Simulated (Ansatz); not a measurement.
A structure relaxed at PBE-D4/def2-SVP in Ansatz, charge 0, singlet:

Cartesian coordinates in Å:
```
Zr -0.791 -0.801 -1.805
Zr 1.160 -0.889 0.634
Zr -0.692 1.713 -0.543
Zr -1.928 -0.440 0.783
P -0.632 -2.499 0.071
P 1.635 1.601 0.495
P -0.138 0.899 1.918
P 1.387 0.415 -1.552
```

Q: Give its formula and point group.

A: Zr₄P₄. Point group Cs (tolerance 0.1 Å).

Q: Summarise the bond lengths by kind (pairs closer than 1.2 times the sum of covalent radii, bridged metal pairs left out).

A: 11 × P–Zr 2.47 to 2.65 Å; 2 × P–P 2.38 Å.

In the def2 sets Zr takes a core potential; there is no spin–orbit coupling. The restricted singlet is unstable towards broken spin symmetry in Hartree–Fock (as tested in another run); at PBE-D4/def2-SVP this wasn't settled. The structure comes from a short search, and lower isomers may exist.
